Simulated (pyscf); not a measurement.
## C₃H₃O- (SMILES [CH-]=C1CO1), singlet

Gas-phase minimum from PySCF at ωB97X-D3(BJ)/def2-SVPD, one conformer. cyclic C₃H₃O- (SMILES [CH-]=C1CO1) lies 40.2 kcal/mol over its isomer HC⁻=CH–CH=O, and others may lie lower still (electronic energy, ωB97M-D3(BJ)). 

SMILES: [CH-]=C1CO1
```xyz
7

C     -0.4789     2.2709    -1.4229
C     -0.1789     1.1322    -0.8272
C     -0.1544    -0.2764    -0.4667
O      0.6919     0.6673     0.2272
H     -1.2436     2.0256    -2.1941
H      0.3880    -1.0158    -1.0794
H     -0.9490    -0.7234     0.1538
```
Charge -1, spin multiplicity 1.

Bond lengths (Å): C1–C2 1.320, C1–H5 1.113, C2–C3 1.454, C2–O4 1.444, C3–O4 1.445, C3–H6 1.103, C3–H7 1.103. Angles (°): C2–C1–H5 106.2, C1–C2–C3 162.1, C1–C2–O4 138.1, C3–C2–O4 59.8, C2–C3–O4 59.8, C2–C3–H6 121.3, C2–C3–H7 121.3, O4–C3–H6 114.6, O4–C3–H7 114.6, H6–C3–H7 113.3, C2–O4–C3 60.4.

Properties at ωB97X-D3(BJ)/def2-SVPD:

| Quantity | Result |
|---|---|
| Harmonic wavenumbers, unscaled | 353, 448, 641, 824, 853, 971, 1012, 1100, 1115, 1171, 1476, 1802, 2984, 3033, 3102 cm⁻¹ |
| Zero-point energy | 29.9 kcal/mol |
| Rotational symmetry number | 1 |
| Entropy of this conformer at 298 K and 1 atm, rigid rotor and harmonic oscillator, modes under 100 cm⁻¹ raised to 100 | 268.4 J/(mol K) |
| Dipole moment | depends on origin |

Single-point totals, which compare only within one level (frozen core for MP2 and CC):

```
level                    total energy (hartree)
-----------------------  ----------------------
ωB97X-D3(BJ)/def2-TZVPD              -191.36088
PBE/def2-TZVPD                       -191.07533
r²SCAN/def2-TZVPD                    -191.19077
B3LYP-D3(BJ)/def2-TZVPD              -191.30925
PBE0-D3(BJ)/def2-TZVPD               -191.07711
M06-2X/def2-TZVPD                    -191.21842
ωB97M-D3(BJ)/def2-TZVPD              -191.35159
HF/def2-TZVPPD                       -190.12585
MP2/def2-TZVPPD                      -190.86078
CCSD/def2-TZVPPD                     -190.87426
CCSD(T)/def2-TZVPPD                  -190.91224
```

The CCSD(T) − MP2 part came from Ansatz, without density fitting, on the same reference.
